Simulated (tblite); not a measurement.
Compound: 3-(methylthio)thiophene, C5H6S2.
SMILES with atom numbers: `[CH3:1][S:2][c:3]1[cH:4][cH:5][s:6][cH:7]1` (hydrogens: H8, H9, H10 on C1; H11 on C4; H12 on C5; H13 on C7)

Computed with GFN2-xTB (tblite), gas phase: Langevin dynamics at 400 K from the optimised GFN2-xTB geometry, time step 0.5 fs, friction 0.01 fs⁻¹, 2000 steps. The instantaneous temperature is 2·E(kin)/(3Nk) with all 3N coordinates.

```csv
t (fs),T (K),E(pot) above start (eV),C1–S2 (Å),S2–C3 (Å),C3–C4 (Å),C4–C5 (Å),C5–S6 (Å),C1–H8 (Å),C1–S2–C3–C4 (°)
0,333,0.000,1.814,1.757,1.422,1.353,1.720,1.086,-179
25,232,0.307,1.831,1.789,1.433,1.366,1.740,1.120,-178
50,268,0.459,1.819,1.767,1.423,1.385,1.708,1.116,161
75,196,0.395,1.797,1.760,1.424,1.383,1.722,1.051,171
100,325,0.289,1.843,1.746,1.404,1.400,1.689,1.118,160
125,273,0.555,1.867,1.801,1.403,1.398,1.709,1.154,151
150,380,0.424,1.798,1.779,1.405,1.364,1.725,1.038,155
175,322,0.601,1.804,1.770,1.460,1.338,1.765,1.021,137
200,261,0.728,1.856,1.725,1.446,1.338,1.700,1.130,141
225,401,0.373,1.802,1.770,1.446,1.342,1.773,1.106,129
250,364,0.428,1.891,1.782,1.407,1.352,1.710,1.068,122
275,281,0.501,1.762,1.813,1.374,1.383,1.702,1.072,138
300,226,0.483,1.928,1.789,1.417,1.391,1.743,1.089,141
325,169,0.513,1.749,1.735,1.431,1.365,1.671,1.048,136
350,315,0.486,1.886,1.792,1.439,1.342,1.788,1.067,139
375,299,0.431,1.794,1.759,1.389,1.344,1.766,1.100,131
400,240,0.579,1.937,1.753,1.411,1.361,1.680,1.070,131
425,293,0.634,1.728,1.810,1.430,1.390,1.797,1.029,137
450,255,0.774,1.958,1.742,1.391,1.371,1.678,1.102,141
475,463,0.411,1.759,1.781,1.412,1.378,1.737,1.149,140
500,383,0.574,1.927,1.763,1.423,1.373,1.734,1.041,134
525,394,0.632,1.747,1.811,1.399,1.393,1.758,1.069,148
550,375,0.489,1.909,1.774,1.398,1.334,1.693,1.128,150
575,334,0.467,1.762,1.760,1.420,1.328,1.782,1.068,154
600,382,0.567,1.953,1.758,1.423,1.316,1.726,1.036,149
625,414,0.300,1.781,1.801,1.398,1.337,1.713,1.122,144
650,260,0.393,1.895,1.778,1.412,1.350,1.786,1.125,143
675,465,0.304,1.822,1.770,1.408,1.367,1.681,1.052,139
700,498,0.359,1.887,1.779,1.378,1.372,1.721,1.048,130
725,324,0.558,1.866,1.752,1.381,1.389,1.769,1.125,129
750,194,0.500,1.808,1.780,1.369,1.375,1.663,1.067,127
775,212,0.454,1.863,1.822,1.377,1.338,1.787,1.111,119
800,288,0.555,1.816,1.739,1.374,1.353,1.741,1.124,120
825,306,0.408,1.835,1.795,1.382,1.375,1.751,1.053,115
850,234,0.432,1.821,1.815,1.389,1.337,1.714,1.045,124
875,246,0.578,1.847,1.761,1.366,1.336,1.733,1.102,120
900,283,0.637,1.829,1.817,1.437,1.362,1.707,1.112,119
925,453,0.431,1.837,1.731,1.431,1.383,1.718,1.084,123
950,300,0.562,1.831,1.745,1.427,1.387,1.738,1.076,123
975,328,0.530,1.823,1.798,1.429,1.384,1.752,1.115,130
1000,303,0.518,1.913,1.726,1.414,1.377,1.713,1.073,135
```

Problem. From 500 fs on, how do temperature and potential energy compare with equipartition?

Solution. The mean temperature of these 21 frames is 332 K against the target 400 K, and the mean potential energy 0.49 eV against 33 × kT/2 = 0.57 eV for 33 classical harmonic modes. For 13 atoms in a canonical ensemble the temperature itself scatters by T·√(2/(3N)) = 91 K; here its standard deviation is 82 K. The whole run lasts only 10 friction times of 100 fs, so these averages carry a wide statistical error.

Problem. What are the kinetic and total energies of the listed frame with the highest potential energy?

Solution. The one at 450 fs, 0.774 eV above the start. Its kinetic energy is 3NkT/2 = 0.428 eV at 255 K, so the sum is 1.20 eV; over the listed frames the sum runs from 0.56 to 1.29 eV, since the thermostat adds and removes energy.

Problem. How much do the listed bonds fluctuate from 500 fs on?

Solution. 
```json
{"bond": "C1–S2", "at the start (Å)": "1.814", "mean (Å)": "1.846", "standard deviation (Å)": "0.052"}
{"bond": "S2–C3", "at the start (Å)": "1.757", "mean (Å)": "1.775", "standard deviation (Å)": "0.028"}
{"bond": "C3–C4", "at the start (Å)": "1.422", "mean (Å)": "1.402", "standard deviation (Å)": "0.022"}
{"bond": "C4–C5", "at the start (Å)": "1.353", "mean (Å)": "1.360", "standard deviation (Å)": "0.023"}
{"bond": "C5–S6", "at the start (Å)": "1.720", "mean (Å)": "1.732", "standard deviation (Å)": "0.033"}
{"bond": "C1–H8", "at the start (Å)": "1.086", "mean (Å)": "1.085", "standard deviation (Å)": "0.032"}
```

The motion is classical and holds no zero-point motion.

The cost below is that of the whole dynamics run. Time: 7.6 s wall; peak memory 0.18 GiB. Hardware: an AMD EPYC 9B45 with one thread, shared host.
